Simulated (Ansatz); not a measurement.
Species: GeSe, charge 0, singlet. GeSe (SMILES [Se]=[Ge]).
B3LYP-D3(BJ)/def2-TZVP minimum from Ansatz (a program for electronic structure):
```
Ge
Se 1 2.1569
```
Charge 0, spin multiplicity 1.

Total energies in hartree (Ansatz). Open shells are spin-unrestricted; no spin-orbit coupling. Cores are frozen in correlated methods (noble-gas shells, and filled d and f shells in the p block). No relativity. The T1 diagnostic of GeSe ([Ge]=[Se], singlet) reaches 0.030 in the sets run.

```tsv
species	HF/cc-pVTZ	CCSD(T)/cc-pVTZ	HF/cc-pVQZ	CCSD(T)/cc-pVQZ	CCSD(T)/cc-pV5Z	CCSDT(Q)/cc-pV5Z
1: GeSe (selanylidenegermanium, SMILES [Ge]=[Se])	-4475.33488	-4475.60170	-4475.34062	-4475.62553	-4475.63274	-4475.63491
2: Ge (triplet)	-2075.36107	-2075.42794	-2075.36359	-2075.43284	-2075.43402	-2075.43452
3: Se (triplet)	-2399.87209	-2399.99441	-2399.87500	-2400.00700	-2400.01064	-2400.01137
```

Work out the atomisation energy (electronic, to ground-state atoms) in kcal/mol: take Hartree-Fock from cc-pVQZ, extrapolate the CCSD(T) correlation energy as X^-3 (X = 3, 4), and add CCSDT(Q) - CCSD(T) in cc-pV5Z. 1 hartree = 627.51 kcal/mol.


Species 1: correlation (64·(-0.28491) - 27·(-0.26682))/37 = -0.29811; step -0.00217; E1 = -4475.34062 + (-0.29811) + (-0.00217) = -4475.64090
Species 2: correlation (64·(-0.06925) - 27·(-0.06687))/37 = -0.07099; step -0.00050; E2 = -2075.36359 + (-0.07099) + (-0.00050) = -2075.43508
Species 3: correlation (64·(-0.13200) - 27·(-0.12232))/37 = -0.13906; step -0.00073; E3 = -2399.87500 + (-0.13906) + (-0.00073) = -2400.01479
-1·E1 +1·E2 +1·E3 = 0.19103 hartree = 119.9 kcal/mol.
